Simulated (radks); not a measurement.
The numbers below are computed, except where a source is named.
Au2+, 77 electrons, occupied as [Xe] 4f13 5d10 (not the ground configuration).

Code: a radial shooting solver on a logarithmic mesh with Libxc functionals. Model: scalar-relativistic Kohn-Sham, BLYP, spin-polarised, spherical densities, point nucleus; open shells are filled with parallel spins first (spin-orbit coupling, left out, can overturn this in heavy ions).

Energy parts (eV):
| part | energy |
|---|---|
| total | -517255.92 |
| kinetic | 578956.27 |
| electron-nucleus | -1284801.93 |
| Hartree | 198436.89 |
| exchange-correlation | -9847.15 |

Orbitals (lengths in bohr, moments of r in powers of bohr; r(90%) holds 90 % of the orbital's charge):
orbital,occ.,eigenvalue (eV),r(90%),<1/r>,<r^4>,<r^2>
1s up,1,-80830.74,0.0308,95.83,4.241e-07,0.0003929
1s down,1,-80830.74,0.0308,95.83,4.241e-07,0.0003929
2s up,1,-14290.93,0.110,22.46,0.00006219,0.005992
2s down,1,-14290.90,0.110,22.46,0.00006219,0.005992
2p up,3,-12357.60,0.105,19.97,0.00005052,0.005047
2p down,3,-12357.58,0.105,19.97,0.00005052,0.005047
3s up,1,-3402.202,0.270,8.325,0.002250,0.03865
3s down,1,-3401.431,0.270,8.326,0.002249,0.03864
3p up,3,-2841.618,0.277,7.591,0.002474,0.03975
3p down,3,-2840.834,0.277,7.593,0.002473,0.03973
3d up,5,-2243.081,0.260,7.144,0.001902,0.03293
3d down,5,-2242.479,0.260,7.145,0.001901,0.03291
4s up,1,-765.6953,0.582,3.578,0.04990,0.1860
4s down,1,-764.3792,0.582,3.577,0.04994,0.1861
4p up,3,-581.3289,0.626,3.233,0.06647,0.2122
4p down,3,-580.0686,0.626,3.232,0.06655,0.2123
4d up,5,-360.3344,0.679,2.903,0.09085,0.2398
4d down,5,-359.1132,0.679,2.901,0.09108,0.2401
4f up,7,-115.1355,0.780,2.498,0.1663,0.2879
4f down,6,-113.9077,0.782,2.495,0.1681,0.2891
5s up,1,-134.5399,1.30,1.486,1.270,0.9364
5s down,1,-134.1245,1.31,1.483,1.277,0.9387
5p up,3,-84.5004,1.52,1.267,2.341,1.247
5p down,3,-84.2170,1.52,1.264,2.356,1.251
5d up,5,-28.6996,2.23,0.9027,10.85,2.474
5d down,5,-28.5815,2.24,0.9001,10.97,2.488

The highest occupied level is 5d down at -28.581 eV. Summed over all electrons, <r^2> = 42.66 bohr^2, which gives a Langevin (diamagnetic) susceptibility term of -33.8 x 10^-6 cm^3/mol. Spin moment in Bohr magnetons: 1. The density falls to 0.001 e/bohr^3 at r = 3.48 bohr.
